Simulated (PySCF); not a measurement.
# How methods differ on the excitation energy of Tb+

Tb+ [Xe] 4f9 6s1 (high-spin determinant) → Tb+ [Xe] 4f10 (high-spin determinant), as a difference of total energies. Calculation: PySCF 2.14, in x2c-TZVPPall (11s7p7d4f2g, 113 functions); scalar relativity by spin-free X2C-1e. Correlated levels: valence: [Kr] 4d10 frozen; valence and next inner shell: [Ar] 3d10 frozen. The calculations carry no spin-orbit coupling.

```tsv
method	excitation energy (eV)
UHF	9.344
LDA	4.135
PBE	4.228
r2SCAN	4.625
MP2 (valence)	4.668
SCS-MP2 (valence)	4.931
MP2 (valence and next inner shell)	4.188
SCS-MP2 (valence and next inner shell)	4.643
```

**Question.** How much does correlation contribute at MP2 (valence and next inner shell)?

**Answer.** 4.188 − (9.344) = -5.156 eV, measured against UHF.

A first-order spin-orbit estimate (lowest level to lowest level, LS coupling) adds -0.066 eV.

The determinant of the upper state and of the lower state mixes LS terms, which raises its energy above the lowest term, most at the Hartree-Fock and MP2 levels.
